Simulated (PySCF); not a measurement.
## Radial density of Pb(42+) (lead, charge +42)

B2PLYP, [Kr] 4d4, high-spin 5D determinant. Calculation: PySCF 2.14, in an uncontracted even-tempered set (17 s from 4.7 bohr⁻², ratio 2.5; 12 p from 6.1 bohr⁻², ratio 2.5; 9 d from 6.1 bohr⁻², ratio 2.5; 4 f from 27 bohr⁻², ratio 2.7; 3 g from 40 bohr⁻², ratio 2.7); no relativity, point nucleus.

```csv
r (bohr),4πr²ρ (e/bohr),4πr²(ρα − ρβ)
0.000387,0.7021,0.0000
0.000652,1.902,0.0000
0.00110,5.003,0.0000
0.00184,12.52,-0.0001
0.00310,28.84,-0.0002
0.00522,57.80,-0.0004
0.00877,92.33,-0.0003
0.0148,105.8,0.0053
0.0248,97.91,0.0800
0.0417,132.0,0.7501
0.0702,137.9,3.7150
0.118,126.8,5.2846
0.199,92.24,0.1681
0.334,49.98,14.3279
0.562,11.59,3.3206
0.945,0.07292,0.0257
```

A non-relativistic calculation at this Z misses sizeable relativistic shifts. Spin-orbit coupling is strong in this species (close to jj coupling), so the high-spin LS determinant is a model state, not a physical level.
